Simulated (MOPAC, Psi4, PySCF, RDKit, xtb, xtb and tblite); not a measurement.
Two geometries of C5H6SSe, SMILES Cc1ccc([SeH])s1, relaxed at GFN2-xTB with one dihedral held; other torsions can differ between them too.

Structure A

```
13

C     -2.1888     0.3257     0.4410
C     -0.7661     0.0672     0.0972
C     -0.2584    -0.6763    -0.9197
C      1.1538    -0.7014    -0.9584
C      1.7099     0.0304     0.0443
Se     3.5513     0.3064     0.4238
S      0.5068     0.7601     1.0580
H     -2.8385    -0.1927    -0.2600
H     -2.4109    -0.0211     1.4499
H     -2.4071     1.3927     0.4002
H     -0.8733    -1.1966    -1.6327
H      1.7284    -1.2355    -1.6947
H      3.9737    -0.8519    -0.3374
```

Structure B

```
13

C      2.2289     0.2940     0.4651
C      0.8048     0.0694     0.1036
C      0.2950    -0.6610    -0.9231
C     -1.1163    -0.6733    -0.9663
C     -1.6708     0.0632     0.0340
Se    -3.5173     0.3516     0.3974
S     -0.4629     0.7866     1.0490
H      2.8756    -0.2270    -0.2367
H      2.4330    -0.0727     1.4708
H      2.4691     1.3567     0.4434
H      0.9086    -1.1859    -1.6338
H     -1.6940    -1.2028    -1.7034
H     -3.8826     0.4893    -0.9991
```

**Question.** Which is lower in energy at the level DF-MP2 (frozen core)/cc-pVTZ // GFN2-xTB run with Psi4, and by how much?

**Answer.** B is lower, by 0.57 kcal/mol (dihedral S7–C5–Se6–H13: 160° in A, 140° in B).

E(B) − E(A) in kcal/mol at the other levels, on the same two geometries: GFN2-xTB (xtb and tblite) 0.45; PBE/def2-SVP // GFN2-xTB (Psi4) -0.49; PBE-D3(BJ)/def2-SVP // GFN2-xTB (Psi4) -0.48; HF/cc-pVTZ // GFN2-xTB (Psi4) -0.63; UFF // GFN2-xTB (RDKit) -2.13; PM6, restricted, heats of formation // GFN2-xTB (MOPAC) 0.01; PM7, restricted, heats of formation // GFN2-xTB (MOPAC) -0.24; GFN1-xTB // GFN2-xTB (xtb) 0.76; restricted B3LYP/6-31G*, spherical d, density fitting // GFN2-xTB (PySCF) -0.64; restricted Hartree-Fock/6-31G*, spherical d, density fitting // GFN2-xTB (PySCF) -0.75; restricted M06-2X/6-31G*, spherical d, density fitting // GFN2-xTB (PySCF) -0.65; restricted BP86/6-31G*, spherical d, density fitting // GFN2-xTB (PySCF) -0.62.
